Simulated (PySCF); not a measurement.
Cartesian coordinates (Å):
```xyz
5

Zr    -0.0002     0.0102    -0.0039
Cl    -0.3210     0.5722    -2.2553
Cl     0.2829     1.9367     1.2984
F     -1.4968    -0.9586     0.6225
F      1.5279    -1.0896     0.1587
```
Charge 0, multiplicity 1.

Question: What is the computed HOMO–LUMO gap, total energy, LUMO, charge on the central atom (Mulliken) and HOMO (TPSSh-D3(BJ)/def2-TZVP // r2SCAN-D4/def2-SVP (PySCF))?

Answer: 
```json
{
 "HOMO–LUMO gap": "6.36 eV",
 "total_energy": "-31772.47 eV",
 "LUMO": "-2.70 eV",
 "charge on the central atom (Mulliken)": "1.61 e",
 "HOMO": "-9.06 eV"
}
```
